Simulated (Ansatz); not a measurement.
Pulling on the O2–H6 bond in GeH4O (SMILES [OH][GeH3]) (multiplicity 1 held, fragments rigid). Energies count from the point at 0.962 Å.
Geometry at that point (charge 0, multiplicity 1):
```xyz
6

Ge    -0.3290     0.0681     0.0733
O      1.3571    -0.3572    -0.3717
H     -0.5445    -0.1551     1.5839
H     -1.1863    -0.8852    -0.7652
H     -0.6085     1.5428    -0.2811
H      2.0121     0.1748     0.0902
```

Signs of static correlation in cc-pVTZ, with CASSCF(4,3), from Ansatz (a quantum-chemistry and plane-wave program) runs.

```tsv
R (Å)	T1 of restricted CCSD	⟨S²⟩ of UHF	largest double amplitude of restricted CCSD	weight of the CASSCF reference in MRCISD	CASSCF natural occupations
0.770	0.010	0.000	0.021	0.909	2.00 1.99 0.01
0.866	0.011	0.000	0.021	0.908	2.00 1.99 0.01
0.962	0.011	0.000	0.021	0.907	2.00 1.98 0.02
1.058	0.012	0.000	0.026	0.906	2.00 1.97 0.03
1.154	0.012	0.000	0.023	0.905	2.00 1.96 0.04
1.299	0.013	0.000	[?]	0.905	2.00 1.93 0.07
1.443	0.015	0.308	0.068	0.904	2.00 1.88 0.12
1.684	0.018	[?]	0.136	0.905	2.00 1.77 0.23
1.924	0.023	0.893	0.266	0.906	2.00 1.61 0.39
2.213	0.030	0.965	0.415	0.907	2.00 1.42 0.58
2.597	0.037	0.996	0.575	0.907	2.00 1.24 0.76
3.078	0.042	1.006	0.707	0.907	2.00 1.11 0.89
```

Task: Fill in the missing entries.

Result: 
- 1.299, largest double amplitude of restricted CCSD: 0.042
- 1.684, ⟨S²⟩ of UHF: 0.735

Doubts at one or more of the structures used: active orbitals that take no part (SC-NEVPT2 on CASSCF(4,3)/cc-pVTZ); a restricted determinant that unrestricted orbitals would lower (R-CCSD(T)/cc-pVTZ); other coupled-cluster roots lie near (R-CCSD(T)/cc-pVTZ); a spin-contaminated determinant (U-CCSD(T)/cc-pVTZ); T1 above 0.05 (U-CCSD(T)/cc-pVTZ).
